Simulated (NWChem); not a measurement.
System: CaCl cation; SMILES [Ca+][Cl]

The following NWChem deck was run.

```
start job
memory heap 200 mb stack 700 mb global 900 mb
charge 1
geometry units angstroms noautosym nocenter noautoz
  Ca     0.000000     0.000000    -1.066999
  Cl     0.000000     0.000000     1.254497
end
basis spherical
  * library 6-31+g*
end
dft
  xc xpbe96 cpbe96
  iterations 150
end
property
  response 1 0.0
end
task dft property
```

Coordinates come from a PBE0/def2-SVP optimisation.

Static field.

Q: Predict the main results of this run. (PBE/6-31+G* (spherical d).) Quantities: isotropic polarisability (bohr³); anisotropy (bohr³).

A: The isotropic polarisability (bohr³) comes out as 29.7 and the anisotropy (bohr³) is 28.3.
